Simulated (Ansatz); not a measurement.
One change: `F[B](F)[AlH2]` becomes `FB(F)C[SiH3]`.

Ansatz, PBE0-D4/def2-TZVP geometries, multiplicity 1. Each molecule was computed in one conformer, which needn't be the lowest.

```tsv
property	`F[B](F)[AlH2]`
HOMO energy (PBE0/def2-TZVPP) / eV	-8.15
LUMO energy (ωB97M-V/def2-TZVPP) / eV	-0.40
HOMO–LUMO gap (B3LYP/def2-TZVPP) / eV	5.72
size of the dipole moment (ωB97M-V/def2-TZVPP) / D	0.95
LUMO energy (B3LYP/def2-TZVPP) / eV	-2.24
HOMO energy (ωB97M-V/def2-TZVPP) / eV	-10.30
```

(1) Give the same properties after the change, and the shifts. (Estimate.)

Results:

(1) Computed: 
```json
{"property": "HOMO energy (PBE0/def2-TZVPP) / eV", "`FB(F)C[SiH3]`": "-9.50", "shift": "-1.35"}
{"property": "LUMO energy (ωB97M-V/def2-TZVPP) / eV", "`FB(F)C[SiH3]`": "1.68", "shift": "2.08"}
{"property": "HOMO–LUMO gap (B3LYP/def2-TZVPP) / eV", "`FB(F)C[SiH3]`": "9.01", "shift": "3.29"}
{"property": "size of the dipole moment (ωB97M-V/def2-TZVPP) / D", "`FB(F)C[SiH3]`": "1.70", "shift": "0.75"}
{"property": "LUMO energy (B3LYP/def2-TZVPP) / eV", "`FB(F)C[SiH3]`": "-0.27", "shift": "1.97"}
{"property": "HOMO energy (ωB97M-V/def2-TZVPP) / eV", "`FB(F)C[SiH3]`": "-11.74", "shift": "-1.44"}
```

With PBE0 the HOMO falls by 1.35 eV and the LUMO rises by 2.01 eV, so the gap widens by about 3.36 eV. PBE moves the HOMO by -1.24 eV and ωB97M-V by -1.44 eV. Dipoles are sizes alone; their direction can turn.

B3LYP here is the variant with VWN-RPA as its local correlation; programs differ in this.
